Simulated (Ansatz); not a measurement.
C₃H₁₀BFO (`C[OH+][B-](C)(C)F`), 16 atoms. Charge 0, multiplicity 1. All runs use 4 threads of an Intel Xeon 6975P-C on a shared host. Correlated methods freeze the cores.

Problem. How many basis functions does each run have, and how long does it take in Ansatz? RKS ωB97M-V/def2-SVP energy; RKS r2SCANh-D4/def2-TZVPP energy; RKS PBE0-D4/def2-QZVPP energy; RHF-CCSD(T)/def2-SVP energy; RKS ωB97M-V/def2-QZVPP energy; RHF-MP2/def2-TZVPP energy; RKS HSE06 (plane-wave form)-D4/def2-TZVPP energy; RKS PBE0-D4/def2-SVP energy; RHF-MP2/def2-QZVPP energy; RKS PBE0-D4/def2-TZVP frequencies; RKS BHLYP-D4/def2-TZVPP energy; RKS PBE-D4/def2-TZVPP energy and forces. (Best estimate.)

Solution. Computed: Other jobs shared the machine, so times are rough.

```csv
level,job,functions,wall time,peak host memory (GiB)
RKS PBE0-D4/def2-SVP,energy,134,0.8 s,0.33
RKS PBE-D4/def2-TZVPP,energy and forces,326,2 s,0.49
RKS BHLYP-D4/def2-TZVPP,energy,326,2.4 s,0.97
RKS ωB97M-V/def2-SVP,energy,134,2.6 s,0.45
RKS HSE06 (plane-wave form)-D4/def2-TZVPP,energy,326,2.6 s,0.99
RHF-MP2/def2-TZVPP,energy,326,3.4 s,1.1
RKS r2SCANh-D4/def2-TZVPP,energy,326,3.5 s,0.96
RHF-CCSD(T)/def2-SVP,energy,134,6 s,1.1
RKS PBE0-D4/def2-QZVPP,energy,642,7.5 s,2.8
RKS ωB97M-V/def2-QZVPP,energy,642,15 s,3.2
RHF-MP2/def2-QZVPP,energy,642,26 s,6.3
RKS PBE0-D4/def2-TZVP,frequencies,246,3 min,0.82
```
